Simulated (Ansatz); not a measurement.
Species: C2, charge 0, singlet. A triplet may lie lower; no result for it is given here. C2 (SMILES [C]=[C]).
B3LYP-D3(BJ)/def2-TZVP minimum from Ansatz (an electronic-structure program):
```xyz
2

C      0.0000     0.0000    -0.6236
C      0.0000     0.0000     0.6236
```
Charge 0, spin multiplicity 1.

Hartree-Fock and MP2 correlation energies in hartree (Ansatz). UHF or UKS for unpaired electrons; spin-orbit terms are left out. Cores are frozen in correlated methods. No relativity. The T1 diagnostic of C2 ([C]=[C], singlet) reaches 0.039 in the sets run. The restricted determinant of C2 ([C]=[C], singlet) is unstable towards broken spin symmetry in at least one set run.

```csv
basis,X,E(HF),"E(corr, MP2)"
cc-pVTZ,3,-75.40139,-0.35537
cc-pVQZ,4,-75.40569,-0.37170
cc-pV5Z,5,-75.40644,withheld
```

**Question.** Fit E(corr) = E∞ + A/X³ to X = 3 and 4, predict X = 5, and compare with the run.

**Answer.** A = (-0.35537 - (-0.37170))/(1/27 - 1/64) = 0.7627; E∞ = -0.37170 - A/64 = -0.38362; at X = 5, E∞ + A/125 = -0.37752. The run gave -0.37831, 0.79 mEh below the prediction. The same form on X = 4 and 5 gives E∞ = -0.38525, 1.63 mEh below the first estimate.
